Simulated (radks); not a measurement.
Q: Species: the caesium ion Cs7+. Configuration: [Kr] 4d10 5s2. All-electron calculation, Dirac Kohn-Sham, BLYP, spin-unpolarised, spherical densities, finite nucleus; Fermi nuclear charge, rms radius 4.8041 fm. Program: a radial shooting solver on a logarithmic mesh with Libxc functionals. Some entries of the table are withheld. Estimate them.

orbital,occ.,eigenvalue (eV),<r> (bohr)
1s1/2,2,(1),0.02611
2s1/2,2,-5700.927,0.1117
2p1/2,2,-5369.498,(2)
2p3/2,4,-5017.007,(3)
3s1/2,2,-1256.526,0.2987
3p1/2,2,-1117.971,0.2886
3p3/2,4,-1050.402,0.3004
3d3/2,4,-806.7096,0.2713
3d5/2,6,-792.3573,0.2750
4s1/2,2,-308.6947,0.6925
4p1/2,2,-258.8223,0.7172
4p3/2,4,-244.8770,0.7441
4d3/2,4,-163.4307,0.8170
4d5/2,6,-161.0730,0.8265
5s1/2,2,-104.8096,1.548
5p1/2,0,-89.7541,1.675
5p3/2,0,-87.0145,1.725
6s1/2,0,-53.3487,2.844

A: 
(1) 1s1/2 eigenvalue (eV): -35866.29
(2) 2p1/2 <r> (bohr): 0.09401
(3) 2p3/2 <r> (bohr): 0.09990
